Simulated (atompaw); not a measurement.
# u(r) = r·R(r): atom against pseudo-atom (lutetium)

Columns: radius, all-electron u(r) and pseudo u(r) of the 5s shell (level -63.17 eV) of lutetium in the configuration [Kr] 4d10 4f13.5 5s2 5p6 5d1.5 6s2 6p0; PBEsol, scalar-relativistic, PAW (atompaw) scheme, atompaw 4.2.0.5.

```csv
r (bohr),all-electron,pseudo
0.104,0.1203,0.2876
0.208,0.2188,0.5601
0.312,-0.4405,0.8039
0.415,-0.5576,1.0059
0.519,-0.2117,1.1622
0.623,0.2583,1.2667
0.727,0.6564,1.3191
0.831,0.9217,1.3234
0.935,1.0595,1.2861
1.038,1.0981,1.2170
1.142,1.0686,1.1245
1.246,0.9967,1.0189
1.350,0.9021,0.9084
1.454,0.7985,0.7993
1.558,0.6950,0.6950
1.662,0.5971,0.5971
1.765,0.5084,0.5084
1.869,0.4286,0.4286
1.973,0.3589,0.3589
2.077,0.2989,0.2989
2.181,0.2478,0.2478
2.285,0.2047,0.2047
2.388,0.1688,0.1688
2.492,0.1386,0.1386
2.596,0.1136,0.1136
2.700,0.0929,0.0929
```

Problem. How many radial nodes do the two functions have?

Solution. The all-electron 5s function has n − l − 1 = 4 (the table is too coarse to show those close to the nucleus); the pseudo-wave has 0, since the states of the same l below it are removed with the core.

Problem. At about which radius was the pseudo-wave matched?

Solution. 1.55 bohr, where the columns begin to agree (steps of 0.10 bohr).

Problem. Is the pseudo-wave norm-conserving?

Solution. No, it belongs to a PAW set: the norm inside the radius is not constrained, and the difference is carried by the augmentation charge.
